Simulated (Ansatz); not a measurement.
`[F][Ta](=[S])([Cl])[Cl]`, relaxed with RKS PBE-D4/def2-SVP in Ansatz from a rough embedded geometry. The force threshold is 0.03 eV/Å; the program also tests the step.

Charge 0, multiplicity 1. Ta: def2 effective core potential.

Start:

```xyz
5

F    -1.173    1.780   -0.495
Ta   -0.002    0.076    0.014
S     1.770    0.743    0.963
Cl   -1.203   -1.370    1.566
Cl    0.608   -1.229   -2.047
```

```
step  energy (eV)  largest force (eV/Å)  largest move (Å)
   1  -40125.8633                 4.173             0.000
   2  -40127.0116                 0.527             0.192
   3  -40127.0288                 0.135             0.043
   4  -40127.0300                 0.024             0.013
```

End:

```xyz
5

F    -1.070    1.590   -0.462
Ta   -0.064    0.064   -0.030
S     1.752    0.742    0.929
Cl   -1.167   -1.284    1.466
Cl    0.549   -1.113   -1.904
```

Run time 10 s (4 threads of an Arm Neoverse N1 on a shared host); peak host memory 0.16 GiB.
